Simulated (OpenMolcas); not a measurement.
# F2+: CASPT2 settings compared

```
Program             : OpenMolcas 26.06
Basis               : ANO-RCC-VTZP [4s3p2d1f]
Scalar Hamiltonian  : DKH3, point nucleus
Active space        : 5 electrons in 8 orbitals (2s 2p 3s 3p)
State averaging     : 2S+1 = 4 odd, 1 root; 2S+1 = 2 odd, 8 roots; 2S+1 = 4 even, 3 roots; 2S+1 = 2 even, 6 roots
Spin-orbit coupling : RASSI with atomic mean-field integrals over the reference wave functions, term energies averaged over their components
```

Methods on the same reference wave functions:
A. CASSCF
B. SS-CASPT2, IPEA 0.2 Eh, sigma2 regulariser 0.25 Eh (closed shells correlated: 1s)
C. XMS-CASPT2, IPEA 0.4 Eh, imaginary shift 0.25 Eh (closed shells correlated: none)
D. XMS-CASPT2, IPEA 0.35 Eh, sigma1 regulariser 0.15 Eh (closed shells correlated: none)

Energies in eV above 2s² 2p³ ⁴S°_3/2, the measured ground level; measured values from Moore, Atomic Energy Levels, vol. I, NSRDS-NBS 35 (1971 reprint of NBS Circular 467, 1949).

```
          Level        A       B       C       D  Measured
2s² 2p³ ⁴S°_3/2   0.0000  0.0000  0.0000  0.0000    0.0000
2s² 2p³ ²D°_3/2   4.6621   4.353   4.347   4.347          
2s² 2p³ ²D°_5/2   4.6649   4.355   4.349   4.350          
2s² 2p³ ²P°_1/2   6.2881   6.497   6.481   6.483          
2s² 2p³ ²P°_3/2   6.2906   6.499   6.483   6.485          
  2s 2p⁴ ⁴P_5/2  18.8854  18.939  18.846  18.848   18.8329
  2s 2p⁴ ⁴P_3/2  18.9213  18.975  18.882  18.884   18.8748
  2s 2p⁴ ⁴P_1/2  18.9425  18.996  18.903  18.905   18.8964
  2s 2p⁴ ²D_3/2  27.3922  26.365  26.369  26.361   26.0684
  2s 2p⁴ ²D_5/2  27.3944  26.367  26.371  26.364   26.0664
```

Deviations, from unrounded energies. A percentage is the sum of absolute deviations over the sum of measured energies, with the sign that they share, or ± where signs differ.

| Against measurement | Levels | A | B | C | D |
| --- | --- | --- | --- | --- | --- |
| mean absolute deviation (cm-1) | 5 | 4500 | 1500 | 1000 | 1000 |
| other configurations (%) | 5 | +2.6 | +0.8 | +0.6 | +0.6 |

C, D lie about equally close to measurement and A furthest from it. The largest miss of D in the table is 2s 2p⁴ ²D_5/2, by +2400 cm-1. The ranking rests on the paired levels alone, and a cruder setting can come out closer through cancelling errors.

Among B to D the level of the table that moves most is 2s 2p⁴ ⁴P_3/2, by 750 cm-1 (lowest in C, highest in B). Moves below CASPT2's spread within the term are not significant.

The mean deviations of B to D differ by less than CASPT2's widest spread within a term (700 cm-1), so their order carries little weight.

From A to B the spin-free energies of the other terms of 2s² 2p³ shown, above ⁴S°, scale by factors of 0.93 to 1.03.

The lowest spin-free term lies below A's lowest term by 0.081 hartree in B, 0.075 hartree in C, 0.075 hartree in D.

CASPT2 breaks the degeneracy within a term, and the mean is taken; among the terms shown or strongly mixed into the levels shown the widest spread is 700 cm-1 (2s 2p⁴ ²D, C). Active for correlation alone: 3p 3s; no level in the range computed is led by a configuration that fills them, so any true level of that kind is missing. Measured partners are found by configuration, term and J. A level has none where our copy of the source lacks it or the pairing is in doubt (some pairs that miss far off the trend of their configuration count as doubtful), and it then counts in no deviation. Only configurations of the active space appear. Levels that lie high or do not pair safely by name in every column are left out.

° marks odd parity.
